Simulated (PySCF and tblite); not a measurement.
Values are calculated unless marked as measured or tabulated.
Stationary points of 4-methoxypyridine n-oxide at GFN2-xTB, in Å:

Structure A

```
 1 C     2.571   -0.626    0.321
 2 O     1.855    0.283   -0.492
 3 C     0.493    0.257   -0.309
 4 C    -0.127    1.093    0.617
 5 C    -1.494    1.080    0.746
 6 N    -2.280    0.267    0.000
 7 O    -3.525    0.269    0.141
 8 C    -1.684   -0.548   -0.904
 9 C    -0.322   -0.575   -1.074
10 H     2.272   -1.661    0.118
11 H     2.420   -0.413    1.384
12 H     3.621   -0.495    0.068
13 H     0.464    1.759    1.225
14 H    -2.022    1.711    1.444
15 H    -2.357   -1.168   -1.475
16 H     0.115   -1.233   -1.809
```

Structure B

```
 1 C     2.670   -0.255    0.444
 2 O     1.708   -0.626   -0.516
 3 C     0.419   -0.262   -0.314
 4 C    -0.065    0.462    0.774
 5 C    -1.405    0.766    0.854
 6 N    -2.295    0.390   -0.090
 7 O    -3.513    0.683    0.011
 8 C    -1.832   -0.315   -1.153
 9 C    -0.510   -0.647   -1.286
10 H     2.449   -0.692    1.422
11 H     2.743    0.833    0.537
12 H     3.616   -0.649    0.078
13 H     0.582    0.797    1.568
14 H    -1.820    1.324    1.679
15 H    -2.580   -0.593   -1.879
16 H    -0.174   -1.208   -2.142
```

The path came from a restrained scan, a climbing-image band and a saddle search at GFN2-xTB; energies are BHandHLYP/pcSseg-1 + D3(BJ)//GFN2-xTB, thermal terms GFN2-xTB.

Q: Which structure is a saddle point, and along which motion?

A: A: one imaginary mode (84i cm⁻¹ at GFN2-xTB, mostly on C1, O2, H11), along the rotation about the C3–O2 bond (torsion C4–C3–O2–C1 from 0° to 180°, rising).

Q: Give their symmetry and energies above the lowest.

A: A Cs, 2.8 kcal/mol; B Cs, 0.0 kcal/mol.
